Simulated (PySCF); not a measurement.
Stepwise substitution at one centre (B Br-OH). All species are isolated molecules in the gas phase. One relaxed conformer stands for each flexible species; it need not be the lowest. Strings in code marks are SMILES.

Calculation: PBE-D3(BJ)/def2-TZVP // PBE0-D3(BJ)/def2-TZVP (PySCF 2.14.0). Excitations are Tamm–Dancoff values on a coarser integration grid. The basis has no diffuse functions, so Rydberg states are missing or too high.

```
species                                                                               S1 oscillator strength  S1 excitation (TDA) (eV)  T1 excitation (TDA) (eV)  LUMO (eV)
------------------------------------------------------------------------------------  ----------------------  ------------------------  ------------------------  ---------
0 of 3 Br replaced by OH (`BrB(Br)Br`)                                                                 0.000                      4.17                      4.00      -2.92
1 of 3 Br replaced by OH (`OB(Br)Br` (H–O–B–Br torsion 0°))                                            0.000                      5.45                      5.29      -1.65
2 of 3 Br replaced by OH (`OB(O)Br` (H–O–B–Br torsion -180°, Br–B–O–H torsion 180°))                   0.008                      5.83                      5.73      -1.04
3 of 3 Br replaced by OH (`B(O)(O)O`)                                                                  0.000                      7.38                      7.17      -0.26
```
